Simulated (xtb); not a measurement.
Cl5Ta, charge +1, doublet, from a rough starting geometry (GFN-xTB shapes and energies of metal compounds can be far from the true ones) (the multiplicity is a formal guess); GFN2-xTB (xtb).

The xtb input:
```
$ xtb mol.xyz --gfn 2 --chrg 1 --uhf 1 --opt vtight --json

# file mol.xyz
6

Ta    -0.00736072     0.07552816    -0.01601182
Cl     1.57220500    -0.61653018     1.55585411
Cl    -1.60780835     0.58228129    -1.55055009
Cl     0.21149390     2.17821271     0.61379389
Cl     1.18263082    -0.97443308    -1.64484168
Cl    -1.51452770    -1.22145108     1.05127274
```

It wrote (shortened):

```
   ID    Z sym.   atoms
    1   73 Ta     1
    2   17 Cl     2-6

           -------------------------------------------------
          |                Calculation Setup                |
           -------------------------------------------------

           -------------------------------------------------
          |                 G F N 2 - x T B                 |
           -------------------------------------------------

          ...................................................
          :                      SETUP                      :
          :.................................................:
          :  # basis functions                  60          :
          :  # atomic orbitals                  54          :
          :  # shells                           18          :
          :  # electrons                        39          :
          :  max. iterations                   250          :
          :  Hamiltonian                  GFN2-xTB          :
          :  restarted?                      false          :
          :  GBSA solvation                  false          :
          :  PC potential                    false          :
          :  electronic temp.          300.0000000     K    :
          :  accuracy                    1.0000000          :
          :  -> integral cutoff          0.2500000E+02      :
          :  -> integral neglect         0.1000000E-07      :
          :  -> SCF convergence          0.1000000E-05 Eh   :
          :  -> wf. convergence          0.1000000E-03 e    :
          :  Broyden damping             0.4000000          :
          :  net charge                          1          :
          :  unpaired electrons                  1          :
          ...................................................

 iter      E             dE          RMSdq      gap      omega  full diag
   1    -24.2380825 -0.242381E+02  0.629E+00    1.93       0.0  T
   2    -24.3045444 -0.664619E-01  0.897E+00    3.97       1.0  T
   3    -24.4486370 -0.144093E+00  0.479E+00    3.20       1.0  T
   4    -24.4467137  0.192333E-02  0.450E+00    3.13       1.0  T
   5    -24.4697751 -0.230613E-01  0.324E+00    3.04       1.0  T
   6    -24.4729738 -0.319874E-02  0.238E+00    2.91       1.0  T
   7    -24.4836525 -0.106787E-01  0.138E+00    2.86       1.0  T
   8    -24.4832037  0.448799E-03  0.156E+00    2.87       1.0  T
   9    -24.4846566 -0.145287E-02  0.117E+00    2.86       1.0  T
  10    -24.4877341 -0.307755E-02  0.335E-01    2.92       1.0  T
  11    -24.4879982 -0.264138E-03  0.174E-01    2.92       1.0  T
  12    -24.4879375  0.607859E-04  0.202E-01    2.93       1.0  T
  13    -24.4880242 -0.867899E-04  0.108E-01    2.92       1.0  T
  14    -24.4880447 -0.204597E-04  0.591E-02    2.92       1.0  T
  15    -24.4880506 -0.586365E-05  0.466E-02    2.92       1.0  T
  16    -24.4880557 -0.516022E-05  0.315E-02    2.92       1.3  T
  17    -24.4880577 -0.197820E-05  0.187E-02    2.92       2.2  T
  18    -24.4880585 -0.810133E-06  0.955E-03    2.92       4.3  T
  19    -24.4880585 -0.149881E-07  0.570E-03    2.92       7.2  T
  20    -24.4880586 -0.365545E-07  0.148E-03    2.92      27.6  T
  21    -24.4880586 -0.512284E-08  0.482E-04    2.92      84.7  T
  22    -24.4880586  0.178744E-09  0.601E-04    2.92      67.9  T

   *** convergence criteria satisfied after 22 iterations ***

         :::::::::::::::::::::::::::::::::::::::::::::::::::::
         ::                     SUMMARY                     ::
         :::::::::::::::::::::::::::::::::::::::::::::::::::::
         :: total energy             -24.470408542273 Eh    ::
         :: gradient norm              0.019385221280 Eh/a0 ::
         :: HOMO-LUMO gap              2.919730938847 eV    ::
         ::.................................................::
         :: SCC energy               -24.488048074089 Eh    ::
         :: -> isotropic ES            0.127512142845 Eh    ::
[...]
 * total energy  :   -24.4788434 Eh     change       -0.1417258E-02 Eh
 * total energy  :   -24.4793129 Eh     change       -0.4694444E-03 Eh
 * total energy  :   -24.4796443 Eh     change       -0.3314255E-03 Eh
 * total energy  :   -24.4797509 Eh     change       -0.1066370E-03 Eh
 * total energy  :   -24.4797601 Eh     change       -0.9188057E-05 Eh
 * total energy  :   -24.4797734 Eh     change       -0.1328448E-04 Eh
 * total energy  :   -24.4797732 Eh     change        0.2153354E-06 Eh
 * total energy  :   -24.4797773 Eh     change       -0.4068883E-05 Eh
 * total energy  :   -24.4797775 Eh     change       -0.2278035E-06 Eh
 * total energy  :   -24.4797783 Eh     change       -0.8142061E-06 Eh
 * total energy  :   -24.4797783 Eh     change        0.2104023E-07 Eh
 * total energy  :   -24.4797784 Eh     change       -0.8946715E-07 Eh
   *** GEOMETRY OPTIMIZATION CONVERGED AFTER 20 ITERATIONS ***
         :: total energy             -24.479778368189 Eh    ::
[...]
        12        2.0000           -0.6486003             -17.6493
        13        2.0000           -0.6433490             -17.5064
        14        2.0000           -0.6391091             -17.3910
        15        2.0000           -0.6330170             -17.2253
        16        2.0000           -0.6307828             -17.1645
        17        2.0000           -0.6238766             -16.9765
        18        2.0000           -0.6205921             -16.8872
        19        2.0000           -0.6202586             -16.8781
        20        1.0000           -0.5932068             -16.1420 (HOMO)
        21                         -0.5074640             -13.8088 (LUMO)
        22                         -0.5042727             -13.7220
        23                         -0.4731465             -12.8750
        24                         -0.4553054             -12.3895
        25                         -0.3556690              -9.6782
        26                         -0.2345920              -6.3836
        27                         -0.1913790              -5.2077
        28                         -0.1906704              -5.1884
        29                         -0.1900886              -5.1726
        30                         -0.1899461              -5.1687
        31                         -0.1878436              -5.1115
       ...                                ...                  ...
        54                          1.1951621              32.5220
      -------------------------------------------------------------
                  HL-Gap            0.0857428 Eh            2.3332 eV
             Fermi-level           -0.5784044 Eh          -15.7392 eV

     #   Z          covCN         q      C6AA      α(0)
     1  73 Ta       3.750     0.925   172.610    19.447
     2  17 Cl       1.254     0.031    98.288    15.168
     3  17 Cl       0.763    -0.038   100.164    15.309
     4  17 Cl       0.757     0.010    98.699    15.197
     5  17 Cl       1.275     0.062    97.395    15.099
     6  17 Cl       0.757     0.010    98.714    15.198

 Mol. C6AA /au·bohr⁶  :       3939.866414
 Mol. C8AA /au·bohr⁸  :     245806.946286
 Mol. α(0) /au        :         95.417061

Wiberg/Mayer (AO) data.
largest (>0.10) Wiberg bond orders for each atom

 ---------------------------------------------------------------------------
     #   Z sym  total        # sym  WBO       # sym  WBO       # sym  WBO
 ---------------------------------------------------------------------------
     1  73 Ta   5.995 --     4 Cl   1.483     6 Cl   1.482     3 Cl   1.409
                             5 Cl   0.927     2 Cl   0.695
     2  17 Cl   1.313 --     1 Ta   0.695     5 Cl   0.467
     3  17 Cl   1.676 --     1 Ta   1.409
     4  17 Cl   1.748 --     1 Ta   1.483
     5  17 Cl   1.572 --     1 Ta   0.927     2 Cl   0.467
     6  17 Cl   1.747 --     1 Ta   1.482
 ---------------------------------------------------------------------------

Topologies differ in total number of bonds
Writing topology from bond orders to xtbtopo.mol

molecular dipole:
                 x           y           z       tot (Debye)
 q only:       -0.101       0.044       0.052
   full:       -0.280       0.138       0.039       0.799
molecular quadrupole (traceless):
                xx          xy          yy          xz          yz          zz
 q only:        0.387      -0.548      -0.008      -0.922       0.491      -0.379
  q+dip:       -0.303       0.116       0.061      -0.609       0.350       0.242
   full:       -0.508      -0.002      -0.277      -0.614       0.498       0.785

optimized geometry written to: xtbopt.xyz

           -------------------------------------------------
          | TOTAL ENERGY              -24.479778368189 Eh   |
          | GRADIENT NORM               0.000025372317 Eh/α |
          | HOMO-LUMO GAP               2.333179568232 eV   |
           -------------------------------------------------

normal termination of xtb
```
